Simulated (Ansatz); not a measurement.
A calculation with Ansatz (development build ahead of 0.2.0).

```yaml
crystal:
  periodic: [false, false, false]
  atoms:
    - { symbol: Ti, position_ang: [0.0007, -0.00063, -0.38847] }
    - { symbol: O, position_ang: [5.0e-05, 1.32462, 0.53471] }
    - { symbol: O, position_ang: [-0.0008, -1.32536, 0.53406] }
basis:
  gaussian: { orbitals: cc-pVTZ }
hamiltonian:
  xc: hf
```

The input is written out in the form of the current development build from the run's settings.

Results

| Quantity | Value |
| --- | --- |
| Converged | yes |
| Total energy | -998.18018 hartree |
| Spin squared of the determinant | 0.000 |

Caution: no unrestricted run beside it, a lower state can exist; other spin multiplicities were not run.
